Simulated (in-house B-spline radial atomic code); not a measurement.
A fraction x of an electron is removed from 5p in Er IV (Er3+), starting from [Xe] 4f11 and keeping the highest spin. Method: scalar-relativistic (X2C) r2SCAN0, spin-polarised, spherical fractional occupations, Fermi nucleus of rms radius 5.2516 fm. Calculated with an all-electron radial atomic-structure program (B-spline basis).

Caution: exact exchange at fractional occupations of open shells leaves self-interaction of up to several eV.

```csv
x,E(x) - E(0) (eV),5p down level (eV)
0,0.0000,-57.576
0.09,5.2317,-58.684
0.16,9.3698,-59.548
0.36,21.5268,-62.024
0.41,24.6435,-62.645
0.5,?,?
0.59,36.1212,-64.886
0.71,43.9974,-66.384
0.82,?,?
0.89,56.1492,-68.637
```

**Question.** What belongs in the row x = 0.5?

**Answer.** An energy change of 30.3319 eV; 5p down at -63.765 eV.

**Question.** What belongs in the row x = 0.82?

**Answer.** An energy change of 51.3753 eV; 5p down at -67.760 eV.

**Question.** Check Janak's theorem between x = 0.09 and 0.16.

**Answer.** The slope of the energy is 59.12 eV; the orbital levels give 59.12 eV (-ε of the emptying orbital, averaged over the two points).
